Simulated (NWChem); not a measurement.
# C2H4NO, doublet; SMILES C[N]C=O

```xyz
8

C      0.4371     1.4140     0.0502
N     -0.6623     0.5259    -0.1427
C     -0.5238    -0.8061     0.0999
O      0.5612    -1.3834    -0.0615
H      0.7741     1.8285    -0.9278
H      0.0662     2.3010     0.6160
H      1.3032     0.9609     0.5805
H     -1.4770    -1.3520     0.3222
```
Atoms are numbered in this order, from 1.

Computed with NWChem. Spin-unrestricted. Coordinates come from a PBE-D3(BJ)/def2-SVP, spin-unrestricted optimisation. No stability test was run on the SCF state. Level M06-L/def2-SVP: energy and gradient on several grids; changes count from the extra-fine grid, which is no exact limit either.

```
grid     size of the energy change (μHa)  largest change of a gradient component (μHa/bohr)  time, medium = 1 (rough)
-------  -------------------------------  -------------------------------------------------  ------------------------
xcoarse                            20000                                              10000                       0.5
coarse                               200                                                600                   about 1
medium                                20                                                200                   about 1
fine                                < 10                                                 50                   about 1
xfine                               < 10                                               < 30                         4
```
